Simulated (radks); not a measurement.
Values are calculated unless marked as measured or tabulated.
Problem. Coherent X-ray form factor from a spherical all-electron density. Level of theory: scalar-relativistic Kohn-Sham, PBEsol, spin-polarised, spherical densities, finite nucleus; Fermi nuclear charge, rms radius of each element as measured or else 0.836 A^(1/3) + 0.57 fm (a radial shooting solver on a logarithmic mesh with Libxc functionals).

sin(theta)/lambda (1/angstrom)  f0 (electrons)
0.05                                    36.702
0.1                                     35.840
0.15                                    34.509
0.2                                     32.842
0.25                                    30.984
0.3                                     29.069
0.4                                     25.463
0.5                                     22.459
0.6                                     20.068
0.8                                     16.410
1                                       13.411
1.25                                    10.333
1.5                                      8.156
2                                        5.943

The species is in the configuration that NIST lists as its ground one. Which atom or ion scatters so?

Solution. The technetium ion Tc6+, [Kr] 4d1. Extrapolating in s^2 from the first two rows gives f0(0) = 37.0, near the electron count 37; among species with that count, the fall with angle is slower the higher Z, and the table is that of Z = 43; from so few rows the species is fixed only to a neighbour or two.
